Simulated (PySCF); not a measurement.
A side-by-side comparison of computed properties.

First species: C4H9N2OP.
SMILES: `CN1C=CN(C)[PH]1=O`

Second species: C₅H₁₂P (charge +1).
Numbering: `[CH3:1][C@@H:2]1[C@H:3]([CH3:4])[P@H+:5]1[CH3:6]` (hydrogens: H7, H8, H9 on C1; H10 on C2; H11 on C3; H12, H13, H14 on C4; H15 on P5; H16, H17, H18 on C6)

Levels: PBE0/def2-SVPD for HOMO energy, LUMO energy, HOMO–LUMO gap and static isotropic polarisability; TDDFT PBE0/def2-SVPD for lowest singlet excitation; TDA PBE0/def2-SVPD for lowest triplet excitation (Tamm–Dancoff). Geometries: GFN2-xTB. Each species is one conformer at its optimised geometry, gas phase, non-relativistic unless stated. Electronic properties by PySCF.

Values for the first species:

- HOMO energy: -5.56 eV
- LUMO energy: 0.34 eV
- HOMO–LUMO gap: 5.90 eV
- Lowest singlet excitation: 4.91 eV
- Lowest triplet excitation (Tamm–Dancoff): 3.48 eV
- Static isotropic polarisability: 87.1 au

Question: Estimate the same properties for the second species, and the change in each.

Answer: 
```
                                property     first     second  second less first
                             HOMO energy  -5.56 eV  -12.99 eV           -7.43 eV
                             LUMO energy   0.34 eV   -4.85 eV           -5.19 eV
                           HOMO–LUMO gap   5.90 eV    8.14 eV           +2.24 eV
               lowest singlet excitation   4.91 eV    7.11 eV           +2.20 eV
lowest triplet excitation (Tamm–Dancoff)   3.48 eV    5.65 eV           +2.17 eV
         static isotropic polarisability   87.1 au    77.2 au            -9.9 au
```

On the first: The principal polarisabilities are 67.3, 87.5 and 106.5 au; their mean is the isotropic value. The polarisability is 12.91 Å³ as a volume (1 au = 0.148185 Å³), or 1.24 au for each of the 70 electrons.

On the second: The principal polarisabilities are 65.0, 72.2 and 94.4 au; their mean is the isotropic value. The polarisability is 11.43 Å³ as a volume (1 au = 0.148185 Å³), or 1.38 au for each of the 56 electrons.
